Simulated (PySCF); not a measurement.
Gas-phase reaction: InH₃ + InCl + HCl → 2 InH₂Cl, at 1200 K and a standard pressure of 1 bar. Level: ωB97M-V/def2-TZVP†.

Method: PySCF energies plus ideal-gas RRHO corrections (1 bar). † marks an energy on the PBE0/def2-TZVP geometry and frequencies. All species are closed-shell singlets. In: scalar-relativistic def2 core potential, no spin-orbit coupling. InH₃, InH₂Cl: computed as isolated molecules; such fragments, hydroxides, amides, oligomers or adducts are transient or little studied in the gas. The harmonic model lacks anharmonicity and excited electronic states, which grow with temperature; levels with a mode under 35 cm⁻¹ are left out.

```json
[
 {"species": "InH₃", "E (Ha)": "-191.82440", "H(1200 K) − E (kJ/mol)": "112.1", "S°(1200 K) (J/mol/K)": "313.0"},
 {"species": "InCl", "E (Ha)": "-650.35637", "H(1200 K) − E (kJ/mol)": "45.0", "S°(1200 K) (J/mol/K)": "299.7"},
 {"species": "HCl", "E (Ha)": "-460.78890", "H(1200 K) − E (kJ/mol)": "53.9", "S°(1200 K) (J/mol/K)": "228.4"},
 {"species": "InH₂Cl", "E (Ha)": "-651.49592", "H(1200 K) − E (kJ/mol)": "108.7", "S°(1200 K) (J/mol/K)": "369.0"}
]
```
E: electronic energy; H − E holds the zero-point and thermal terms. 1 Ha = 2625.5 kJ/mol.

Problem. Work out ΔH°, ΔS°, ΔG° and log10 K from these numbers.

Solution. 1. ΔE = 2×(-651.49592) − 1×(-191.82440) − 1×(-650.35637) − 1×(-460.78890) = -0.02217 Ha = -58.2 kJ.
2. Δ(H − E) = 2×(108.7) − 1×(112.1) − 1×(45.0) − 1×(53.9) = 6.4 kJ, so ΔH° = -51.8 kJ.
3. ΔS° = 2×(369.0) − 1×(313.0) − 1×(299.7) − 1×(228.4) = -103.1 J/K; the number of gas molecules changes by -1.
4. ΔG° = ΔH° − TΔS° = -51.8 − 1200×(-103.1)/1000 = 71.9 kJ.
5. log10 K = −ΔG°/(RT ln 10) = -3.13, with RT ln 10 = 22.97 kJ/mol; at standard pressures the reactants are favoured.
6. A shift of 10 kJ in ΔE would move log10 K by 0.44 here.
7. Lowering the total pressure from 1 bar to 0.01 bar multiplies the mole-fraction quotient K_x = K (p/p°)^(−Δn) by 10^-2, which pushes the balance towards the reactants.
For scale, ΔH°(298 K) is -59 kJ at this level, -67 kJ at ωB97X-V/def2-TZVP†, and runs from -67 to -12 kJ over the 18 levels computed.
